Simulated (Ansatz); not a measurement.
C2H6GeO2Si (`O[SiH](O)C#[C][GeH3]`), charge 0, multiplicity 1.

(1) Give a relaxed structure at PBE0-D4/def2-TZVP (the Gaussian-basis code of Ansatz). (An estimate is asked.)

## Answers

(1) Ansatz gave: 
Cartesian coordinates in Å:
```
O -1.463 1.962 1.531
Si -1.606 0.362 1.207
O -1.484 -0.524 2.570
C -0.293 -0.066 0.002
C 0.574 -0.334 -0.804
Ge 1.924 -0.778 -2.071
H -0.843 2.459 0.996
H -2.937 0.042 0.664
H -0.678 -0.452 3.084
H 1.493 -2.046 -2.815
H 2.076 0.393 -3.048
H 3.237 -1.017 -1.317
```
This is one stationary point; other conformers may exist.
